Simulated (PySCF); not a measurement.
A survey of 29Si NMR shifts

PySCF calculation with NMR shieldings at PBE0/pcSseg-1/GIAO and structure optimised with GFN2-xTB; a single conformation, one averaged value for each set of equivalent atoms, no solvent model, relativity neglected.

Shieldings were converted by a linear fit to measured shifts: 29Si (scatter 8.9 ppm rms, 25.8 ppm with the 6 outliers that the fit left out vs TMS, solution or neat liquid). Occasional misses reach two or three times the rms, and more in compound classes unlike the fitted ones.

Task: Give the 29Si shifts of `C[Si@@H]1O[Si@](Cl)(OC=O)[SiH2][SiH2]1`, `C=N[SiH2]c1cc(F)ccn1`, `C=C(Cl)C[SiH2][SiH2][SiH2]Cl`, `C[SiH2]/C(C#N)=C(/C#N)CF`.

Result: 
```
                                                                  compound                                               environment  δ (ppm)
[CH3:1][Si@@H:2]1[O:3][Si@:4]([Cl:5])([O:6][CH:7]=[O:8])[SiH2:9][SiH2:10]1  Si4: silicon bonded to Cl, 2 O, Si, in a 5-membered ring     -3.0
[CH3:1][Si@@H:2]1[O:3][Si@:4]([Cl:5])([O:6][CH:7]=[O:8])[SiH2:9][SiH2:10]1  Si2: silicon bonded to C, O, Si, H, in a 5-membered ring     -5.4
[CH3:1][Si@@H:2]1[O:3][Si@:4]([Cl:5])([O:6][CH:7]=[O:8])[SiH2:9][SiH2:10]1   Si10: silicon bonded to 2 Si, 2 H, in a 5-membered ring    -94.7
[CH3:1][Si@@H:2]1[O:3][Si@:4]([Cl:5])([O:6][CH:7]=[O:8])[SiH2:9][SiH2:10]1    Si9: silicon bonded to 2 Si, 2 H, in a 5-membered ring   -105.2
                                                      C=N[SiH2]c1cc(F)ccn1                               silicon bonded to C, N, 2 H    -39.2
                [CH2:1]=[C:2]([Cl:3])[CH2:4][SiH2:5][SiH2:6][SiH2:7][Cl:8]                        Si7: silicon bonded to Cl, Si, 2 H    -25.5
                [CH2:1]=[C:2]([Cl:3])[CH2:4][SiH2:5][SiH2:6][SiH2:7][Cl:8]                         Si5: silicon bonded to C, Si, 2 H    -59.7
                [CH2:1]=[C:2]([Cl:3])[CH2:4][SiH2:5][SiH2:6][SiH2:7][Cl:8]                          Si6: silicon bonded to 2 Si, 2 H   -108.1
                                                  C[SiH2]/C(C#N)=C(/C#N)CF                                silicon bonded to 2 C, 2 H    -45.7
```

Task: Match the shifts -25.8, -45.3, -63.8 ppm to `CC(C)O[C@@]([SiH3])(C#N)C=O`, `C[SiH2]C#Cc1nc[nH]c1F`, `C/C=C(/C#N)O[SiH2]COC`.

Result: -25.8: C/C=C(/C#N)O[SiH2]COC (silicon bonded to C, O, 2 H); -45.3: CC(C)O[C@@]([SiH3])(C#N)C=O (silicon bonded to C, 3 H); -63.8: C[SiH2]C#Cc1nc[nH]c1F (silicon bonded to 2 C, 2 H).
